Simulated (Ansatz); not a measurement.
Relaxation of FGeH5 (7 atoms, charge 0, multiplicity 1), to a largest force component of 0.03 eV/Å in at most 50 steps.

These are results of Ansatz 0.2.0, RKS LDA/def2-mTZVP, not measurements.

```xyz
7
Properties=species:S:1:pos:R:3
Ge -0.446 0.000 -0.439
H 0.166 0.000 2.253
H 0.885 0.000 0.329
H -0.616 1.282 -1.272
H -0.616 -1.282 -1.272
F -1.732 0.000 0.691
H -0.528 0.000 2.443
```

Question: Where does it end, and by what steps?

Answer: The forces met the threshold. After 5 steps the energy has fallen by 0.173 eV; H2 moved furthest, 0.75 Å.

| step | energy less start (eV) | largest force component (eV/Å) | accepted |
| --- | --- | --- | --- |
| 0 | 0.0000 | 1.790 | yes |
| 1 | -0.1183 | 0.387 | yes |
| 2 | -0.1436 | 0.578 | yes |
| 3 | -0.1653 | 0.198 | yes |
| 4 | -0.1663 | 0.148 | yes |
| 5 | -0.1726 | 0.018 | yes |

```xyz
7
Properties=species:S:1:pos:R:3
Ge -0.445 0.000 -0.622
H 0.128 0.000 3.005
H 0.917 0.000 0.092
H -0.689 1.281 -1.438
H -0.689 -1.281 -1.438
F -1.656 0.000 0.638
H -0.450 0.000 2.497
```

Time of the run: 7.3 s on 1 thread of Arm Neoverse V1 (shared host), peak memory 0.11 GiB.
